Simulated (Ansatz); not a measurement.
Born–Oppenheimer molecular dynamics of F₂H₆Sn (9 atoms, charge 0, multiplicity 1). It starts at the highest image of a converged band, a first-order saddle point between two minima.

Level of theory: RKS B3LYP/def2-SVP (Ansatz).

```yaml
ensemble: NVE (velocity Verlet)
time_step: 0.5 fs
steps_asked: 200
starting_velocities_drawn_for: 300 K
seed: 9071
```

First frame:

```xyz
9
Properties=species:S:1:pos:R:3
Sn -0.383 0.163 -1.071
H 0.643 -1.123 0.069
H -0.086 -1.146 -2.179
H -2.022 0.123 -0.596
H 0.296 1.568 -1.773
H 0.312 0.520 1.638
F 0.073 1.279 0.799
H 0.621 -0.932 0.961
F 0.548 -0.451 2.152
```

**Question.** How far do the bonds stretch over the last three quarters of this one trajectory? (Pairs bonded in most of those frames.)

**Answer.** 
```csv
bond,mean (Å),spread (Å),shortest,longest
Sn1–H2,1.765,0.095,1.61,1.90
Sn1–H3,1.729,0.037,1.67,1.80
Sn1–H4,1.715,0.037,1.65,1.77
Sn1–H5,1.715,0.041,1.65,1.77
H6–F7,0.939,0.019,0.90,0.97
H8–F9,0.945,0.038,0.89,1.03
```

Mean temperature of the second half: 906 K. The conserved energy stayed within 0.18 meV per atom of its start (net change 0.068 meV per atom), so the integration is sound. The system heated up, since it started high on the potential surface and ran downhill. A run of 0.1 ps of so small a system gives no equilibrium averages. The orbitals stay closed-shell, which can raise the energy where a bond breaks towards radicals; this wasn't checked here.

Run time: 10 min on 2 threads of Arm Neoverse N1, on a shared host, peak memory 0.17 GiB.
